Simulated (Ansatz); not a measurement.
`BCOCO` + H₂O → `OCOCO` + BH₃  (formal hydrolysis of a C–B bond)

Gas-phase electronic energies from Ansatz, PBE0-D4/def2-TZVP geometries. CCSD(T)/CBS is the MP2 limit (def2-TZVPP, def2-QZVPP) plus CCSD(T) − MP2 in def2-TZVPP, frozen cores. This one scheme is used for every species. DFT in def2-TZVPP. Each species was taken in one conformer, which may not be the lowest.

`BCOCO`:

Cartesian coordinates in Å:
```
B -2.098 -0.382 -0.473
C -0.734 0.283 -0.192
O 0.389 -0.546 -0.415
C 1.595 0.041 -0.044
O 1.721 0.220 1.336
H -3.077 0.299 -0.371
H -2.197 -1.538 -0.757
H -0.766 0.625 0.860
H -0.647 1.220 -0.772
H 2.375 -0.617 -0.442
H 1.695 1.044 -0.477
H 1.745 -0.650 1.747
```

H₂O:

Cartesian coordinates in Å:
```
O 0.160 0.342 0.093
H 0.402 -0.525 0.425
H -0.562 0.183 -0.518
```

`OCOCO`:

```xyz
11

O     0.583   -1.778   -0.100
C    -0.377   -1.036    0.585
O    -0.988   -0.044   -0.205
C    -0.109    0.883   -0.764
O     0.649    1.574    0.187
H     1.440   -1.360    0.014
H    -1.186   -1.713    0.858
H     0.055   -0.582    1.483
H     0.617    0.392   -1.419
H    -0.739    1.553   -1.355
H     0.053    2.111    0.717
```

BH₃:

```xyz
4

B     0.000    0.000    0.000
H     0.192    1.052    0.531
H     0.019   -1.005    0.643
H    -0.211   -0.047   -1.174
```

Question: Is it downhill or uphill in electronic energy at CCSD(T)/CBS, and by how much? (Estimate.)

Answer: Computed: Uphill: ΔE = +66.5 kJ/mol.

Question: What do these levels give: PBE-D4, ωB97X-V, ωB97M-V, HF/def2-TZVPP, MP2/def2-TZVPP, CCSD/CBS(def2)? (An estimate is asked.)

Answer: Computed: PBE-D4 69.0, ωB97X-V 57.6, ωB97M-V 63.0, HF/def2-TZVPP 46.0, MP2/def2-TZVPP 64.0, CCSD/CBS(def2) 66.1 kJ/mol.

Largest T1 diagnostic among the species: 0.012.

In def2-TZVPP, CCSD(T) changes the Hartree–Fock value by +13.6 kJ/mol (the triples alone add +0.4 kJ/mol) and MP2 by +18.0 kJ/mol.
